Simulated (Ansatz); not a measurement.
cyclopropene (C$_{3}$H$_{4}$), singlet, geometry from GFN2-xTB; WB97X/cc-pVDZ run with Ansatz (a quantum-chemistry and plane-wave program).

The Ansatz input:
Ansatz 0.2 input:
```yaml
crystal:
  periodic: [false, false, false]
  atoms:
    - {symbol: C, position_ang: [-0.02398035, -0.00988421, 0.85291858]}
    - {symbol: C, position_ang: [0.01415246, -0.64253561, -0.50675464]}
    - {symbol: C, position_ang: [0.01392072, 0.65410679, -0.49173477]}
    - {symbol: H, position_ang: [0.86570208, -0.01692030, 1.47406113]}
    - {symbol: H, position_ang: [-0.94715748, -0.01665393, 1.42309451]}
    - {symbol: H, position_ang: [0.02873121, -1.56595013, -1.03014057]}
    - {symbol: H, position_ang: [0.02816727, 1.58940251, -0.99359004]}
basis:
  gaussian:
    orbitals: cc-pVDZ
hamiltonian:
  xc: {name: wB97X}
```

### Question
Predict the main parts of the log of this Ansatz run.

### Answer

```
Functional definition: wB97X
772 factors; their error is unknown
197 factors; integrals over basis functions are off by at most 7.3e-6 eV
mean field evaluation 1: about -3170.8024 eV, gradient 2.7e1 eV
mean field evaluation 2: about -3171.9509 eV, gradient 1.7e1 eV
mean field evaluation 4: about -3172.6406 eV, gradient 5.5e-1 eV
mean field evaluation 8: about -3172.6179 eV, gradient 3.3e-1 eV
mean field evaluation 16: about -3172.6182 eV, gradient 2.3e-5 eV
mean field -3172.61820895 eV, -116.5915687012 hartree, gradient 2.3e-5 eV, S^2 0.000000; 0 other end points of the search recorded, 0 dependent functions left out
reference -3172.61818669 eV, -116.5915678831 hartree; 11, 11 occupied and 51, 51 virtual orbitals, 772 factors
Total energy: -3172.61818669 eV, -116.5915678831 hartree
```
